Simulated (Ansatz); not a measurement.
Ideal-gas functions of BF₂H₃OSi (`FB(F)O[SiH3]`) at 600 K and 1 bar, from an Ansatz frequency run at PBE0-D4/def2-TZVP.

Molar mass 95.92 g/mol, point group Cs (symmetry number 1), electronic degeneracy 1, moments of inertia 54.389, 223.272, 271.702 u Å². Harmonic wavenumbers (cm⁻¹, unscaled): 35, 101, 102, 404, 492, 680, 700, 733, 751, 952, 955, 969, 1033, 1419, 1498, 2246, 2251, 2270.

Use S(trans) = R[1.5 ln M + 2.5 ln T − 1.1517]; rotational temperatures θ = 24.2544 K / I; S(rot) = R[ln(√π/σ · √(T³/θAθBθC)) + 1.5]; for each mode x = 1.438777 ν̃/T, S = R[x/(eˣ − 1) − ln(1 − e⁻ˣ)] and H = RT x/(eˣ − 1); 1 cm⁻¹ = 0.0119627 kJ/mol; R = 8.31446 J/(mol·K).

Q: By hand: the entropy, in J/(mol·K).

A: Translation 180.3. Rotation: θ = 0.4459, 0.1086, 0.0893 K, giving 119.6. Vibration, mode by mode: 28.92, 20.12, 20.04, 8.90, 7.41, 5.11, 4.92, 4.62, 4.46, 3.05, 3.03, 2.95, 2.62, 1.26, 1.08, 0.24, 0.24, 0.23, in all 119.2. Electronic 0.0. Sum 419.1 J/(mol·K).

Q: By hand: H − E and G − E in kJ/mol, counted from the electronic energy.

A: Zero-point energy ½ × 17591 × 0.0119627 = 105.2; thermal vibration 33.1; translation, rotation and pV give 4 RT = 20.0. H − E = 158.3 kJ/mol, and G − E = 158.3 − 600 × 419.1/1000 = -93.2 kJ/mol.

Vibration gives 28 % of the entropy, 69.1 J/(mol·K) of it from the modes under 150 cm⁻¹: soft modes count most, and the harmonic formula is weakest for them. The sum counts one conformer and one mirror image; others add a mixing term.
